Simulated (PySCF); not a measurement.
Assignment exercise: C5H5NO

Mapped SMILES: `[H]/[N:1]=[CH:2]\[c:3]1[cH:4][cH:5][cH:6][o:7]1`. Hydrogens are named by the atom that carries them.

No relativistic terms, one computed conformer, no solvent. Spin–spin couplings from B3LYP/pcJ-1 (spin–dipole term only in couplings to heteroatoms); shieldings: GIAO KT2/pcSseg-2; PBE0-D3(BJ)/def2-SVP geometry; PySCF.

Chemical shifts δ = σref − σ; ¹³C and ¹H vs TMS, all at this level.

Question: Assign these signals to the numbered atoms. ¹³C{¹H} NMR (computed): δ 155.0 (CH), 152.8 (C), 141.9 (CH), 111.4 (CH), 105.8 (CH).

Answer: 
155.0 → C2, C=N carbon
152.8 → C3, substituted aromatic carbon next to the ring oxygen
141.9 → C6, aromatic CH next to the ring oxygen
111.4 → C5, aromatic CH
105.8 → C4, aromatic CH

Question: Assign these signals to the numbered atoms. ¹H NMR (400 MHz, computed): δ 9.39 (br s, 1H), 8.24 (s, 1H), 7.45 (d, J = 2.1 Hz, 1H), 6.90 (d, J = 4.1 Hz, 1H), 6.57 (dd, J = 4.1, 2.1 Hz, 1H).

Answer: 
9.39 → H(N1), hydrogen on an imine nitrogen: labile proton, position sensitive to the medium
8.24 → H(C2), hydrogen on a C=N carbon
7.45 → H(C6), hydrogen on an aromatic CH next to the ring oxygen: aromatic region
6.90 → H(C4), hydrogen on an aromatic CH: it sits in the deshielding region of the aromatic ring current
6.57 → H(C5), hydrogen on an aromatic CH

OH and NH positions are those of a molecule without intermolecular hydrogen bonds; in solution they move with solvent, concentration and temperature, and exchange usually removes their couplings. Splittings below 1 Hz are ignored in the labels, and close J values are merged. Unscaled 3J(H,H) at this level run about 10 % above measured values. Shifts are as computed. Against solution values, carbons near 30 ppm lie about +3 ppm off and those near 130 ppm about -1 ppm. Of 1211 compounds with measured shifts, 218 miss one by over three times the rms of a fit or turn the order of signals round; such compounds aren't used in these exercises. Couplings to exchangeable protons are dropped.
